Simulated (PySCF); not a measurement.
Isomers of C6H11N3, from PBE0-D3(BJ)/def2-SVP geometry optimisation, gas phase in PySCF 2.14.0. One conformer each, no zero-point energy, no frequencies.

Question: Which isomer lies lowest at this level?
A. `[nH]1nc(C(C)(C)C)cn1`: A = 3151, B = 1227, C = 1095 MHz, dipole 0.39 D
B. `[CH3:1][c:2]1[cH:3][n:4][n:5]([CH:6]([CH3:7])[CH3:8])[n:9]1` with N4–N5–C6–C7 -59°: A = 3930, B = 1005, C = 971.3 MHz, dipole 0.34 D
C. `[CH3:1][c:2]1[n:3][nH:4][c:5]([CH:6]([CH3:7])[CH3:8])[n:9]1` with N4–C5–C6–C7 -125°: A = 3840, B = 1054, C = 873.5 MHz, dipole 2.75 D

Answer: C. That is `Cc1n[nH]c(C(C)C)n1`, 15.8 kcal/mol below the next.

```csv
SMILES,mapped SMILES,E (Eh),relative (kcal/mol),relative (kJ/mol),dipole (D)
Cc1n[nH]c(C(C)C)n1,[CH3:1][c:2]1[n:3][nH:4][c:5]([CH:6]([CH3:7])[CH3:8])[n:9]1,-398.78956,0.0,0.0,2.75
Cc1cnn(C(C)C)n1,[CH3:1][c:2]1[cH:3][n:4][n:5]([CH:6]([CH3:7])[CH3:8])[n:9]1,-398.76441,15.8,66.0,0.34
CC(C)(C)c1cn[nH]n1,[CH3:1][C:2]([CH3:3])([CH3:4])[c:5]1[cH:6][n:7][nH:8][n:9]1,-398.75931,19.0,79.4,0.39
```

As drawn, the highest has a quaternary carbon, which the lowest lacks.
